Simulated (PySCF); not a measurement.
BH3O3. Atoms are numbered in the order given.

```xyz
7

O     -0.6153    -1.2379     0.0000
B     -0.0330    -0.0107     0.0000
O      1.3396     0.0596     0.0000
O     -0.8693     1.0684     0.0000
H      0.0484    -1.9332     0.0000
H      1.7062     0.9462     0.0000
H     -0.4297     1.9203     0.0000
```
Charge 0, spin multiplicity 1.

Coordinates come from a PBE0-D3(BJ)/def2-SVP optimisation. The values are those of a single conformer.

The numbers are results of TDA-PBE/def2-SVPD (PySCF), not measurements.

Vertical excitations.  State labels are in the subgroup Cs.

| state | symmetry | energy (eV) | λ (nm) | f | main pairs |
|---|---|---|---|---|---|
| S1 | A" | 6.48 | 191 | 0.001 | HOMO→LUMO 100 % |
| S2 | A" | 6.75 | 184 | 0.000 | HOMO−1→LUMO 100 % |
| S3 | A' | 7.24 | 171 | 0.024 | HOMO−2→LUMO 99 % |
| S4 | A' | 7.70 | 161 | 0.038 | HOMO−3→LUMO 99 % |
| S5 | A" | 7.91 | 157 | 0.017 | HOMO→LUMO+1 100 % |
| S6 | A" | 8.12 | 153 | 0.000 | HOMO−1→LUMO+1 100 % |
| S7 | A" | 8.42 | 147 | 0.000 | HOMO→LUMO+2 100 % |
| S8 | A' | 8.60 | 144 | 0.003 | HOMO−2→LUMO+1 98 % |
| S9 | A" | 8.70 | 143 | 0.006 | HOMO−1→LUMO+2 93 % |
| S10 | A" | 8.96 | 138 | 0.089 | HOMO−4→LUMO 92 % |
| T1 | A" | 6.36 | 195 | 0 | HOMO→LUMO 100 % |
| T2 | A" | 6.56 | 189 | 0 | HOMO−1→LUMO 100 % |
| T3 | A' | 7.00 | 177 | 0 | HOMO−2→LUMO 100 % |
| T4 | A' | 7.57 | 164 | 0 | HOMO−3→LUMO 100 % |
Triplets are in the Tamm–Dancoff approximation.
